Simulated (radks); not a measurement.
The iron ion Fe+, 25 electrons, occupied as [Ne] 3s2 3p(1/2: 2, 3/2: 3) 3d(3/2: 4, 5/2: 3) 4s1 (not the ground configuration). Calculated with a radial shooting solver on a logarithmic mesh with Libxc functionals: Dirac Kohn-Sham, relativistic LDA (MacDonald-Vosko exchange, VWN5 correlation), spin-unpolarised, spherical densities, finite nucleus; Fermi nuclear charge, rms radius 3.7377 fm.

Unscreened Slater integrals over Kohn-Sham orbitals (hartree). Large and small components are both included.

\begin{tabular}{lr}
integral & value \\ \hline
F0(4s1/2,4s1/2) & 0.33799 \\
F0(4s1/2,3d5/2) & 0.42461 \\
G2(4s1/2,3d5/2) & 0.055511 \\
F0(4s1/2,3d3/2) & 0.42488 \\
G2(4s1/2,3d3/2) & 0.054966 \\
F0(4s1/2,3p3/2) & 0.43562 \\
G1(4s1/2,3p3/2) & 0.026419 \\
F0(3d5/2,3d5/2) & 0.85484 \\
F2(3d5/2,3d5/2) & 0.38769 \\
F4(3d5/2,3d5/2) & 0.23972 \\
F0(3d5/2,3d3/2) & 0.85696 \\
F2(3d5/2,3d3/2) & 0.38868 \\
G2(3d5/2,3d3/2) & 0.38839 \\
G4(3d5/2,3d3/2) & 0.24017 \\
F0(3d5/2,3p3/2) & 0.94078 \\
F2(3d5/2,3p3/2) & 0.43795 \\
G1(3d5/2,3p3/2) & 0.54281 \\
G3(3d5/2,3p3/2) & 0.32708 \\
F0(3d3/2,3d3/2) & 0.85909 \\
F2(3d3/2,3d3/2) & 0.38969 \\
F0(3d3/2,3p3/2) & 0.94335 \\
F2(3d3/2,3p3/2) & 0.43931 \\
G1(3d3/2,3p3/2) & 0.54429 \\
G3(3d3/2,3p3/2) & 0.32803 \\
F0(3p3/2,3p3/2) & 1.0522 \\
F2(3p3/2,3p3/2) & 0.52459 \\
\end{tabular}
